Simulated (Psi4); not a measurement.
How methods differ on TaOF3 (SMILES [O]=[Ta]([F])([F])[F])

TaOF3: 5 atoms, total charge 0, spin state singlet. SMILES: `[O]=[Ta]([F])([F])[F]`. The shape was relaxed beforehand at PBE0/def2-TZVP.

```xyz
5

O    -0.7017   -0.1160    1.5608
Ta    0.0385   -0.0197    0.0268
F     1.5687   -1.0891    0.0635
F    -1.1861   -0.6472   -1.2352
F     0.4707    1.7703   -0.2837
```

Each level gives the dipole moment (D). The values are calculated.

```
                                                 level                    kind  program  value (D)
   PBE-D4/def2-TZVPP (density fitting, core potential)                     GGA     Psi4       1.71
r2SCAN-D4/def2-TZVPP (density fitting, core potential)                meta-GGA     Psi4       1.79
 B3LYP-D4/def2-TZVPP (density fitting, core potential)           global hybrid     Psi4       1.81
  PBE0-D4/def2-TZVPP (density fitting, core potential)           global hybrid     Psi4       1.81
  wB97M-V/def2-TZVPP (density fitting, core potential)  range-separated hybrid     Psi4       1.90
```

The values span 1.71 to 1.90 D. Magnitudes only.
